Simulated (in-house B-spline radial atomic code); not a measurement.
Computed with a B-spline radial atomic code. Model: two electrons, singlet ground state, non-relativistic, full CI in B-splines with partial waves to l = 8 (at full coupling up to 3e-4 hartree above the limit, correlation up to 0.6 % small), density held at that of full coupling by Lieb maximisation.

W(λ) is the mean repulsion in the state of coupling λ less the Hartree energy of the fixed density. Its start is exact exchange, its initial slope is twice the second-order Görling-Levy correlation energy, and its area from 0 to 1 is E_xc. A straight curve means weak, dynamic correlation, and a curve that drops fast and flattens means strong correlation.

Command:
```bash
python run_ac.py task.json out
```
Settings (lengths in bohr, energies in hartree):
```
potential              coulomb
strength               2.97
lmax                   8
wall_radius            5.37
```

Time taken, with all properties: 14 s on 1 thread of Intel(R) Xeon(R) Processor @ 2.30GHz (shared host).

**W = mean repulsion less Hartree energy, and W of three functionals.**

Given: confinement point charge; nuclear charge 2.97; hard wall radius 5.37 bohr; external potential -Z/r.

Computed: LDA exchange minus exact 228.18 millihartree; SCAN exchange minus exact -4.6148 millihartree.

```json
{"coupling": "0", "W xc (hartree)": "-1.6322", "W xc minus exchange (millihartree)": "0", "kinetic minus Kohn-Sham (millihartree)": "0", "LDA (PW92) W minus its exchange (millihartree)": "0", "PBE W minus its exchange (millihartree)": "0", "SCAN W minus its exchange (millihartree)": "0"}
{"coupling": "0.02", "W xc (hartree)": "-1.6341", "W xc minus exchange (millihartree)": "-1.89", "kinetic minus Kohn-Sham (millihartree)": "0", "LDA (PW92) W minus its exchange (millihartree)": "-12.99", "PBE W minus its exchange (millihartree)": "-1.82", "SCAN W minus its exchange (millihartree)": "-1.83"}
{"coupling": "0.05", "W xc (hartree)": "?", "W xc minus exchange (millihartree)": "?", "kinetic minus Kohn-Sham (millihartree)": "?", "LDA (PW92) W minus its exchange (millihartree)": "?", "PBE W minus its exchange (millihartree)": "?", "SCAN W minus its exchange (millihartree)": "?"}
{"coupling": "0.12", "W xc (hartree)": "-1.6434", "W xc minus exchange (millihartree)": "-11.181", "kinetic minus Kohn-Sham (millihartree)": "0.7", "LDA (PW92) W minus its exchange (millihartree)": "-52.53", "PBE W minus its exchange (millihartree)": "-11.07", "SCAN W minus its exchange (millihartree)": "-10.67"}
{"coupling": "0.25", "W xc (hartree)": "-1.6551", "W xc minus exchange (millihartree)": "-22.881", "kinetic minus Kohn-Sham (millihartree)": "2.8", "LDA (PW92) W minus its exchange (millihartree)": "-89.19", "PBE W minus its exchange (millihartree)": "-23.06", "SCAN W minus its exchange (millihartree)": "-21.6"}
{"coupling": "0.4", "W xc (hartree)": "-1.6681", "W xc minus exchange (millihartree)": "-35.875", "kinetic minus Kohn-Sham (millihartree)": "7", "LDA (PW92) W minus its exchange (millihartree)": "-123.07", "PBE W minus its exchange (millihartree)": "-36.6", "SCAN W minus its exchange (millihartree)": "-33.6"}
{"coupling": "0.6", "W xc (hartree)": "-1.6846", "W xc minus exchange (millihartree)": "-52.408", "kinetic minus Kohn-Sham (millihartree)": "15.3", "LDA (PW92) W minus its exchange (millihartree)": "-160.51", "PBE W minus its exchange (millihartree)": "-54.03", "SCAN W minus its exchange (millihartree)": "-48.71"}
{"coupling": "0.8", "W xc (hartree)": "-1.7003", "W xc minus exchange (millihartree)": "-68.098", "kinetic minus Kohn-Sham (millihartree)": "26.3", "LDA (PW92) W minus its exchange (millihartree)": "-192.32", "PBE W minus its exchange (millihartree)": "-70.68", "SCAN W minus its exchange (millihartree)": "-62.95"}
{"coupling": "1", "W xc (hartree)": "-1.7152", "W xc minus exchange (millihartree)": "-83.004", "kinetic minus Kohn-Sham (millihartree)": "39.7", "LDA (PW92) W minus its exchange (millihartree)": "-220.24", "PBE W minus its exchange (millihartree)": "-86.58", "SCAN W minus its exchange (millihartree)": "-76.42"}
{"coupling": "1.4", "W xc (hartree)": "?", "W xc minus exchange (millihartree)": "?", "kinetic minus Kohn-Sham (millihartree)": "?", "LDA (PW92) W minus its exchange (millihartree)": "?", "PBE W minus its exchange (millihartree)": "?", "SCAN W minus its exchange (millihartree)": "?"}
{"coupling": "2", "W xc (hartree)": "-1.7798", "W xc minus exchange (millihartree)": "-147.55", "kinetic minus Kohn-Sham (millihartree)": "135.2", "LDA (PW92) W minus its exchange (millihartree)": "-325.73", "PBE W minus its exchange (millihartree)": "-155.85", "SCAN W minus its exchange (millihartree)": "-134.62"}
{"coupling": "3", "W xc (hartree)": "-1.8312", "W xc minus exchange (millihartree)": "-199.01", "kinetic minus Kohn-Sham (millihartree)": "262.9", "LDA (PW92) W minus its exchange (millihartree)": "-400", "PBE W minus its exchange (millihartree)": "-211.65", "SCAN W minus its exchange (millihartree)": "-181.47"}
{"coupling": "4.5", "W xc (hartree)": "-1.8912", "W xc minus exchange (millihartree)": "-258.99", "kinetic minus Kohn-Sham (millihartree)": "485.7", "LDA (PW92) W minus its exchange (millihartree)": "-481.58", "PBE W minus its exchange (millihartree)": "-277.92", "SCAN W minus its exchange (millihartree)": "-237.31"}
{"coupling": "7", "W xc (hartree)": "-1.9618", "W xc minus exchange (millihartree)": "-329.51", "kinetic minus Kohn-Sham (millihartree)": "885.2", "LDA (PW92) W minus its exchange (millihartree)": "-575.48", "PBE W minus its exchange (millihartree)": "-358.93", "SCAN W minus its exchange (millihartree)": "-305.48"}
{"coupling": "10", "W xc (hartree)": "-2.0182", "W xc minus exchange (millihartree)": "-385.98", "kinetic minus Kohn-Sham (millihartree)": "1359.6", "LDA (PW92) W minus its exchange (millihartree)": "-652.13", "PBE W minus its exchange (millihartree)": "-427.76", "SCAN W minus its exchange (millihartree)": "-362.45"}
```

**Question.** What belongs in the row 0.05?

**Answer.** W xc (hartree): -1.6369; W xc minus exchange (millihartree): -4.705; kinetic minus Kohn-Sham (millihartree): 0.1; LDA (PW92) W minus its exchange (millihartree): -26.97; PBE W minus its exchange (millihartree): -4.59; SCAN W minus its exchange (millihartree): -4.53.

**Question.** What belongs in the row 1.4?

**Answer.** W xc (hartree): -1.7429; W xc minus exchange (millihartree): -110.68; kinetic minus Kohn-Sham (millihartree): 72.8; LDA (PW92) W minus its exchange (millihartree): -267.89; PBE W minus its exchange (millihartree): -116.2; SCAN W minus its exchange (millihartree): -101.36.

**Question.** What is the PBE exchange minus exact?

**Answer.** 25.084 millihartree.

**Energy parts, natural occupations and partial-wave weights.**

Computed: total energy -7.1194 hartree; exchange energy -1.6322 hartree; correlation energy -0.043336 hartree; kinetic part of the DFT correlation energy 0.039667 hartree; initial slope twice GL2 -0.094787 hartree; Kohn-Sham kinetic 7.0794 hartree; Lieb Oxford ratio E_xc over LDA exchange 1.1934.

| natural | occupation of the shell (electrons) |
| --- | --- |
| s | 1.9933 |
| p | 0.0035023 |
| s | ? |
| d | 0.00016735 |
| p | 0.00012268 |
| s | 5.5115e-05 |

**Question.** What belongs in the row s?

**Answer.** occupation of the shell (electrons): 0.0027807.

| wave | weight |
| --- | --- |
| s | 0.99807 |
| p | 0.0018186 |
| d | 9.3827e-05 |
| f | ? |
| g | 3.1039e-06 |

**Question.** What belongs in the row f?

**Answer.** weight: 1.3303e-05.

**Question.** What is the Hartree energy?

**Answer.** 3.2645 hartree.

**Question.** What is the kinetic part over minus potential part?

**Answer.** 0.4779.

Half-way to full coupling W has made 53 % of its drop, against 50 % for a straight line, and second-order (GL2) theory, half the initial slope, overshoots the correlation energy by about 9 %: a moderate bend, as in light atoms. Over couplings 0 to 1 the errors in E_xc come to about +138 millihartree for LDA, +24 millihartree for PBE, -1.5 millihartree for SCAN, so SCAN is nearest. In LDA and PBE and SCAN the errors of exchange and correlation have opposite signs, so the sum is smaller than the larger of the two.
